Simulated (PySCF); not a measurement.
ethynylcyclobutane (C6H8), SMILES C1CCC1C#C. Atoms are numbered in the order given.

```xyz
14

C      2.6857    -0.2221     0.0000
C      1.5239     0.1250     0.0000
C      0.1225     0.5106     0.0000
C     -0.8326    -0.0807     1.0835
C     -1.9325    -0.1903     0.0000
C     -0.8326    -0.0807    -1.0835
H      3.7155    -0.5243     0.0000
H      0.0460     1.6113     0.0000
H     -0.4795    -1.0682     1.4153
H     -1.0291     0.5431     1.9680
H     -2.5956     0.6888     0.0000
H     -2.5557    -1.0966     0.0000
H     -1.0291     0.5431    -1.9680
H     -0.4795    -1.0682    -1.4153
```

Coordinates come from a B3LYP-D3(BJ)/def2-SVP optimisation.

These are PBE/pcSseg-1 (PySCF) values and carry that method's errors.

GIAO shieldings, no solvent; atoms listed in one row are averaged. δ = σ(ref) − σ: ¹³C against TMS (σ = 182.0 ppm); ¹H against TMS (σ = 31.49 ppm), references at their B3LYP-D3(BJ)/def2-TZVP geometries, non-relativistic.

```tsv
nucleus	atoms	count	δ (ppm)
¹³C	C2	1	91.8
¹³C	C1	1	74.3
¹³C	C4, C6	2	36.4
¹³C	C3	1	31.3
¹³C	C5	1	24.1
¹H	H8	1	3.31
¹H	H10, H13	2	2.48
¹H	H14, H9	2	2.39
¹H	H11	1	2.17
¹H	H7	1	2.15
¹H	H12	1	1.97
```
